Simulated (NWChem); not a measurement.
# CH3Si, doublet; SMILES [SiH2]=[CH]

In the optimisation the excess spin sits in a" (Cs, its own frame).

Question: Give the equilibrium geometry at PBE0-D3(BJ)/def2-TZVP, spin-unrestricted (NWChem) as a Z-matrix, with the point group.

Answer: point group Cs; any orientation.
```
Si
C 1 1.7660
H 2 1.0994 1 114.13
H 1 1.4821 2 117.85 3 180.00
H 1 1.5008 4 107.96 2 180.00
```
